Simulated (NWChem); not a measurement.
Species: SiH3I; SMILES I[SiH3]

```xyz
5

Si     0.0000     0.0000     1.7999
I      0.0000     0.0000    -0.6491
H      1.0827     0.9065     2.2738
H      0.2437    -1.3908     2.2738
H     -1.3263     0.4844     2.2738
```
Atoms are numbered in this order, from 1.

Level: PBE0/def2-SVP with def2 effective core potentials on I (NWChem), optimised geometry, unscaled harmonic frequencies. def2 effective core potentials on I; no spin-orbit coupling.

| frequency (cm⁻¹) | IR intensity (km/mol) |
|---|---|
| 366 | 26.6 |
| 589 | 9.5 |
| 589 | 9.5 |
| 904 | 379.9 |
| 934 | 50.4 |
| 934 | 50.4 |
| 2248 | 63.0 |
| 2265 | 77.9 |
| 2265 | 77.9 |

- zero-point energy = 15.9 kcal/mol
- thermal correction to the enthalpy at 298.15 K (with zero-point energy) = 18.7 kcal/mol
- heat capacity Cv = 11.0 cal/(mol K)
- entropy at 298.15 K and 1 atm (symmetry number 3) = 64.7 cal/(mol K)

Rigid rotor and harmonic oscillator.
